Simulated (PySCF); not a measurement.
**Exercise with solution: oscillator strength and radiative lifetime**

Au₂H₈S₂Si₄, SMILES [Au][S][SiH2][SiH2][SiH2][SiH2][S][Au], multiplicity 1.

Geometry optimised at PBE0-D3(BJ)/def2-SVP. The spin state was assumed, not searched. The def2 effective core potentials stand for the cores of Au; spin–orbit coupling is left out. One conformer was computed; it need not be the lowest.

TDA-PBE/def2-SVP in PySCF 2.14.0 puts the first singlet state with f over 0.02 at 2.43 eV (vertical), with the transition dipole (0.062, -2.695, 0.000) in atomic units.

Problem. Find the oscillator strength, the wavelength and the radiative lifetime that this transition would have in vacuum if emission retraced absorption.

Solution. 
|μ|² = 7.2669 au, so |μ| = 6.85 D. ΔE = 2.43/27.211 = 0.0893 hartree. f = (2/3) ΔE |μ|² = 0.433 (the program prints 0.432).
λ = 1239.84/2.43 = 510 nm; ν = 19599 cm⁻¹.
Einstein's coefficient A = 0.6670 ν² f s⁻¹ (ν in cm⁻¹) = 1.1e8 s⁻¹, so τ = 1/A = 9.0 ns. This state is S5; the lower singlets have f = 0.001, 0.000, 0.000, 0.004. The figure is the radiative limit of this one transition; relaxation, internal conversion, crossing to triplets and a medium change what is measured.
